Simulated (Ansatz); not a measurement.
`O[SiH](S)S`. Charge 0, multiplicity 1.

Cartesian coordinates in Å:
```
O -0.991 -1.308 0.823
Si -0.578 -0.048 -0.135
S 0.975 -0.748 -1.422
S 0.062 1.721 0.871
H -0.313 -1.697 1.378
H -1.823 0.333 -0.829
H 1.364 0.485 -1.786
H 1.304 1.262 1.100
```

**Question.** What are the harmonic wavenumbers in cm⁻¹ at PBE0-D4/def2-TZVP (Ansatz, finite differences of forces, unscaled)? (Estimate.)

**Answer.** Computed: 140, 164, 213, 267, 273, 304, 470, 543, 668, 733, 780, 842, 884, 933, 2279, 2707, 2719, 3914.

**Question.** Is this a minimum?

**Answer.** Yes, all 18 modes are real.

**Question.** Give the ideal-gas thermochemistry at 298.15 K and 1 bar (rigid rotor, harmonic oscillator; point group C1, symmetry number 1).

**Answer.** Zero-point energy 112.6 kJ/mol; H(298) − E = 133.3 kJ/mol; entropy 342.6 J/(mol·K), of which translation 167.7, rotation 114.2, vibration 60.7; G(298) − E = 31.1 kJ/mol.

**Question.** And at 400, 500, 600, 800 and 1000 K?

**Answer.** 
```
T (K)  H − E (kJ/mol)  S (J/mol/K)  G − E (kJ/mol)
  400           144.7        375.6            -5.5
  500           157.2        403.3           -44.5
  600           170.4        427.4           -86.0
  800           198.6        467.8          -175.7
 1000           228.5        501.2          -272.7
```
